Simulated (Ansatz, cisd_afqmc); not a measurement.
System: BH, charge 1, doublet. BH+ (parent SMILES [BH], doublet).
B3LYP-D3(BJ)/def2-TZVP minimum from Ansatz (an electronic-structure program):
```xyz
2

B      0.0000     0.0000    -0.2007
H      0.0000     0.0000     1.0036
```
Charge +1, spin multiplicity 2.

Total energies in aug-cc-pVDZ, 3 correlated electrons, 1 frozen orbitals. Radicals and triplets start from unrestricted determinants; spin-orbit coupling is neglected. Correlated methods leave the cores frozen. No relativity. AFQMC/CISD: phaseless, guided by CISD from CCSD amplitudes; bars are statistical, one sigma. Outlying blocks are dropped, and bars are widened where a walk drifts. Over all cases where full CI ran beside it in this data, AFQMC minus full CI had a median of +0.1 mEh and passed +0.4 mEh in a tenth of the cases. Full CI freezes restricted core orbitals and the other rows unrestricted ones, which leaves a small offset even where coupled cluster is exact. The spin of HB+ (parent SMILES [BH], doublet) was assumed, and the state is the lowest solution found for it.

| method | program | energy (Eh) | error against FCI (mEh) |
|---|---|---|---|
| HF | Ansatz | -24.81701 | 46.38 |
| MP2 | Ansatz | -24.84874 | 14.66 |
| CCSD | Ansatz | -24.86259 | 0.81 |
| CCSD(T) | Ansatz | -24.86312 | 0.28 |
| CCSDT | Ansatz | -24.86340 | 0.00 |
| AFQMC/CISD | cisd_afqmc | -24.8633 ± 0.0001 | 0.1 ± 0.1 |
| FCI | Ansatz | -24.86340 | 0.00 |
